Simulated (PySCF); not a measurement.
Compound: BCl2(SiH3).
InChI=1S/BCl2H3Si/c2-1(3)4/h4H3

The closed-shell ground state was solved at several levels (PySCF, density fitting, gas phase, non-relativistic). Geometry: PBE0-D3(BJ)/def2-SVP; no solvent, vibrations or thermal averaging.

```json
{"level": "B3LYP/pcSseg-1", "basis functions": "104", "HOMO (eV)": "-8.29", "LUMO (eV)": "-2.39", "gap (eV)": "5.90", "dipole (D)": "0.51"}
{"level": "wB97X-D/def2-SVPD", "basis functions": "122", "HOMO (eV)": "-10.34", "LUMO (eV)": "-0.48", "gap (eV)": "9.86", "dipole (D)": "0.57"}
```

(1) What might PBE0/pcSseg-1 (104 basis functions) give for the same quantities?

(2) Over all these levels, which gives the widest orbital gap and which the narrowest?

(3) How far do the dipole and the HOMO energy spread over the levels?

Results:

(1) HOMO -8.53 eV, LUMO -2.27 eV, gap 6.26 eV, dipole 0.57 D.

(2) wB97X-D/def2-SVPD (range-separated hybrid) has the widest, 9.86 eV, and B3LYP/pcSseg-1 (global hybrid, 20 % exact exchange) the narrowest, 5.90 eV. Functional and basis both differ between the two, so the spread mixes both effects.

(3) The dipole runs from 0.51 to 0.57 D (mean 0.55 D) and the HOMO from -10.34 to -8.29 eV.
